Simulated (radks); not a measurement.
Values are calculated unless marked as measured or tabulated.
These are the eigenvalues of the occupied orbitals of an atom or ion with whole-number occupations (hartree). Level of theory: Dirac Kohn-Sham, OLYP, spin-unpolarised, spherical densities, finite nucleus; Fermi nuclear charge, rms radius of each element as measured or else 0.836 A^(1/3) + 0.57 fm (a radial shooting solver on a logarithmic mesh with Libxc functionals).

| orbital | eigenvalue |
|---|---|
| 1s1/2 | -2963.437 |
| 2s1/2 | -523.8584 |
| 2p1/2 | -502.5916 |
| 2p3/2 | -435.1558 |
| 3s1/2 | -124.7015 |
| 3p1/2 | -115.1038 |
| 3p3/2 | -100.2166 |
| 3d3/2 | -84.23901 |
| 3d5/2 | -81.03464 |
| 4s1/2 | -28.11859 |
| 4p1/2 | -24.01810 |
| 4p3/2 | -20.44267 |
| 4d3/2 | -13.72124 |
| 4d5/2 | -13.05419 |
| 5s1/2 | -5.30721 |
| 4f5/2 | -4.42124 |
| 4f7/2 | -4.28023 |
| 5p1/2 | -3.96940 |
| 5p3/2 | -3.35144 |
| 5d3/2 | -1.53277 |
| 5d5/2 | -1.46390 |

Which element is it, and in what charge state? The configuration may be excited. Open shells, if any, fill j = l - 1/2 first.

Answer. Z = 79, gold, charge +3: Au3+ in [Xe] 4f14 5d8. The list shows which subshells hold electrons but not how many an open one holds; the 1s level, -2963.4 hartree, gives Z - s = 77.0 by -(Z - s)^2/2, which with screening and relativity narrows Z to a few neighbours, and the depths of the outer levels then fix element, charge and occupations together.
